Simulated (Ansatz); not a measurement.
`N[SiH](F)[O][SbH2]` + HBr → `N[SiH](F)Br` + `[OH][SbH2]` at 700 K and 1 bar (ligand exchange at the Si–O bond).

Program: Ansatz. Geometries: PBE0-D4/def2-TZVP. ΔE: electronic, gas phase. CCSD(T)/CBS adds triple-zeta CCSD(T) − MP2 to the extrapolated MP2 energy (def2 sets, frozen cores). def2 core potentials past Kr. For Br, Sb outer-core shells are correlated without core-valence functions, which leaves a few kJ/mol of doubt a bond. Scalar relativity is left out up to krypton. One conformer a species, not always the lowest.

| species | CCSD(T)/CBS energy (Eh) | H − E (kJ/mol) | S (J/(mol·K)) |
| --- | --- | --- | --- |
| `N[SiH](F)[O][SbH2]` | -761.92621 | 233.9 | 512.4 |
| HBr | -2573.91920 | 36.5 | 223.7 |
| `N[SiH](F)Br` | -3018.85213 | 163.6 | 418.3 |
| `[OH][SbH2]` | -316.98030 | 111.4 | 336.4 |

H − E and S are ideal-gas, rigid-rotor, harmonic terms from PBE0-D4/def2-TZVP, for one conformer and one mirror image of each species. 1 Eh = 2625.50 kJ/mol, R = 8.31446 J/(mol·K).

Task: By hand: ΔE, ΔH, ΔS and ΔG.

Result: ΔE = (-3018.85213) + (-316.98030) − (-761.92621) − (-2573.91920) = 0.01298 Eh = 34.1 kJ/mol. Δ(H − E) = 163.6 + 111.4 − 233.9 − 36.5 = 4.6, so ΔH = 38.7 kJ/mol. ΔS = 418.3 + 336.4 − 512.4 − 223.7 = 18.6 J/(mol·K). ΔG = 38.7 − 700 × (18.6)/1000 = 25.7 kJ/mol.

Task: By hand: the equilibrium constant, and the temperature at which ΔG would vanish if ΔH and ΔS stayed fixed.

Result: log₁₀ K = −ΔG/(RT ln 10) = -1.9. ΔG = 0 at ΔH/ΔS = 2081 K, though so small a ΔS makes that figure unsure.

TΔS isn't small against ΔH here. A doubt of 5 kJ/mol in ΔE shifts log₁₀ K by 0.4 here. Other conformers and mirror images would add mixing entropy, several J/(mol·K) or more a flexible species. Modes under 60 cm⁻¹, often nearly free rotors, make the harmonic entropy too high. These are equilibria of isolated gas molecules and say nothing of rates. Largest T1 diagnostic: 0.014 (customary marks: 0.02 for closed shells, 0.045 for open ones).
